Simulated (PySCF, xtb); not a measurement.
2-(disilanyl)ethanol (C2H10OSi2), SMILES [SiH3][SiH2]CCO.

xtb 6.7.1 with GFN2-xTB at its own geometry gives an orbital gap of 4.48 eV and a dipole moment of 1.80 D.

The structure is a stationary point at B3LYP-D3(BJ)/def2-SVP. Other conformers were not sampled.

Question: What does PBE/def2-TZVP (PySCF) give? (Estimate from the structure and the level; the computed values follow.)

Answer: gap 5.52 eV (levels -6.31 and -0.79 eV), dipole 1.53 D.
